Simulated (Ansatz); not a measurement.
Isolated molecules relaxed with PBE0-D4/def2-TZVP in Ansatz; ΔE leaves out vibrations. CCSD(T)/CBS adds triple-zeta CCSD(T) − MP2 to the extrapolated MP2 energy (def2 sets, frozen cores). Functionals use def2-TZVPP. One conformer a species, not always the lowest.

`F[C@H]1O[C@H]1[SiH3]` + `N=C(O)[SiH3]` → `N=C([SiH3])O[SiH3]` + `FC1CO1`  (ligand exchange at the Si–C bond)

(1) Is it downhill or uphill in electronic energy at CCSD(T)/CBS, and by how much? (Estimate.)

(2) What do these levels give: ωB97M-V, B2PLYP, PBE, r2SCAN, HF/def2-TZVPP, MP2/def2-TZVPP, SCS-MP2/def2-TZVPP, CCSD(T)/def2-TZVPP, HF/def2-QZVPP, MP2/def2-QZVPP, MP2/CBS(def2), CCSD/CBS(def2)? (Estimate.)

Largest T1 diagnostic among the species: 0.014.

Answers

(1) Ansatz gave: Downhill: ΔE = -92.4 kJ/mol.

(2) Ansatz gave: ωB97M-V -90.6, B2PLYP -93.7, PBE -78.1, r2SCAN -88.2, HF/def2-TZVPP -105.9, MP2/def2-TZVPP -95.9, SCS-MP2/def2-TZVPP -97.9, CCSD(T)/def2-TZVPP -93.2, HF/def2-QZVPP -107.2, MP2/def2-QZVPP -95.9, MP2/CBS(def2) -95.1, CCSD/CBS(def2) -94.2 kJ/mol.

In def2-TZVPP, CCSD(T) changes the Hartree–Fock value by +12.7 kJ/mol (the triples alone add +1.8 kJ/mol) and MP2 by +10.0 kJ/mol. From PBE to PBE0 (25 % exact exchange), in def2-TZVPP and without D4, ΔE moves by −5.6 kJ/mol.
